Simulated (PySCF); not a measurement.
Job file and geometry (Å, from GFN2-xTB) of an NMR shielding run on SMILES COc1csc(CO[SiH3])c1, C$_{6}$H$_{10}$O$_{2}$SSi, GIAO PBE0/pcSseg-1 NMR shielding, non-relativistic, gas phase (PySCF 2.14.0, density-fitted response routines); density fitting, a coarse starting grid and PySCF grid level 2 are the driver's defaults:

```
$ OMP_NUM_THREADS=1 python probes_run.py task.json out

{"job": {"kind": "nmr", "xc": "PBE0", "basis": "pcSseg-1"}, "charge": 0, "multiplicity": 1}
C     -3.341385    -0.796996    -1.689545
O     -2.290142     0.134503    -1.608161
C     -1.426611    -0.007099    -0.572260
C     -1.419466    -0.972420     0.390360
S     -0.138813    -0.735212     1.519644
C      0.388882     0.688790     0.691892
C      1.593991     1.436235     1.153314
O      2.738796     1.119931     0.415794
Si     3.407191    -0.325760     0.109694
C     -0.380594     0.941544    -0.397468
H     -3.959298    -0.777299    -0.785708
H     -2.962450    -1.812503    -1.843305
H     -3.941333    -0.498734    -2.547475
H     -2.076782    -1.806666     0.524449
H      1.429762     2.513486     1.030253
H      1.774093     1.224302     2.214854
H      3.685385    -1.054958     1.350890
H      2.547641    -1.169723    -0.725066
H      4.598437     0.139726    -0.579648
H     -0.232454     1.769531    -1.065243
```

Question: What does the program print?

Answer: 
```
coarse grid: 18136 points
cycle   1  E = -1071.8004590036  dE =  1.738e+00  |g| = 8.017e-01  |ddm| = 4.364e+00
cycle   2  E = -1071.6179508959  dE =  1.825e-01  |g| = 1.263e+00  |ddm| = 1.910e+00
cycle   3  E = -1071.9148231922  dE = -2.969e-01  |g| = 1.268e-01  |ddm| = 1.384e+00
cycle   4  E = -1071.9174948974  dE = -2.672e-03  |g| = 6.541e-02  |ddm| = 1.760e-01
cycle   5  E = -1071.9184645451  dE = -9.696e-04  |g| = 2.000e-02  |ddm| = 7.236e-02
cycle   6  E = -1071.9185503607  dE = -8.582e-05  |g| = 7.182e-03  |ddm| = 2.711e-02
cycle   7  E = -1071.9185622488  dE = -1.189e-05  |g| = 1.445e-03  |ddm| = 8.656e-03
cycle   8  E = -1071.9185627034  dE = -4.547e-07  |g| = 4.182e-04  |ddm| = 1.655e-03
final grid: 167056 points
cycle   9  E = -1072.0011839731  dE = -3.353e-05  |g| = 1.451e-02  |ddm| = 3.975e-02
cycle  10  E = -1072.0011306422  dE =  5.333e-05  |g| = 2.193e-02  |ddm| = 2.833e-02
cycle  11  E = -1072.0012247307  dE = -9.409e-05  |g| = 1.623e-03  |ddm| = 1.911e-02
cycle  12  E = -1072.0012253168  dE = -5.861e-07  |g| = 3.024e-04  |ddm| = 1.671e-03
cycle  13  E = -1072.0012253316  dE = -1.481e-08  |g| = 1.795e-04  |ddm| = 4.578e-04
cycle  14  E = -1072.0012253396  dE = -8.022e-09  |g| = 4.200e-05  |ddm| = 2.044e-04
cycle  15  E = -1072.0012253401  dE = -4.475e-10  |g| = 1.108e-05  |ddm| = 5.617e-05
converged SCF energy = -1072.0012253401

GIAO shielding tensors (ppm)
atom      isotropic    diamagn.    paramagn.     s11        s22        s33       span
  0 C      129.168     243.401    -114.233    101.015    105.696    180.794     79.779
  1 O      232.536     396.214    -163.678    105.580    285.634    306.393    200.813
  2 C       21.080     257.069    -235.989    -40.716     22.195     81.760    122.476
  3 C       84.936     265.712    -180.776     23.174     78.943    152.690    129.516
  4 S      313.460    1059.741    -746.282    163.678    371.796    404.905    241.227
  5 C       37.819     268.942    -231.123    -43.145     19.254    137.347    180.491
  6 C      122.106     237.992    -115.886     98.563    111.536    156.220     57.657
  7 O      298.796     393.861     -95.065    219.540    305.083    371.764    152.224
  8 Si     391.960     879.515    -487.556    350.500    358.603    466.776    116.275
  9 C       59.043     251.822    -192.780    -13.278     50.356    140.050    153.328
 10 H       27.984      27.747       0.237     24.726     25.584     33.642      8.916
 11 H       27.890      28.850      -0.960     24.647     25.511     33.512      8.865
 12 H       27.441      26.528       0.912     22.939     25.697     33.686     10.746
 13 H       25.952      33.743      -7.791     21.657     27.503     28.697      7.041
 14 H       26.460      28.186      -1.726     21.706     26.462     31.211      9.505
 15 H       27.233      29.092      -1.859     22.301     28.221     31.176      8.874
 16 H       26.989      29.319      -2.330     23.894     25.052     32.020      8.126
 17 H       27.377      30.877      -3.501     23.361     28.022     30.746      7.385
 18 H       27.081      28.692      -1.611     23.168     25.035     33.039      9.872
 19 H       24.653      34.168      -9.514     21.025     24.659     28.276      7.251
```

Question: Turn these shieldings into chemical shifts. Shifts are taken against calculated references (same method and geometry level): 13C (186.93 ppm) and 29Si (349.16 ppm) and 1H (31.72 ppm) vs TMS; 17O (336.08 ppm) against H2O; 33S (503.73 ppm) against CS2.

Answer: Averaging equivalent atoms: C 2: 165.8; C 5: 149.1; C 9: 127.9; C 3: 102.0; C 6: 64.8; C 0: 57.8; O 1: 103.5; O 7: 37.3; S 4: 190; Si 8: -42.8; H 19: 7.06; H 13: 5.76; H 14/15: 4.87; H 16/17/18: 4.57; H 10/11/12: 3.95 ppm. Experimental scales use liquid or dissolved standards, which lie at an offset from isolated H2O (liquid H2O: subtract about 36 ppm).

Size and cost of the density-fitted run: 234 basis functions, 63 s wall time on 1 thread of an Arm Neoverse V1, shared host; peak memory 0.99 GiB.
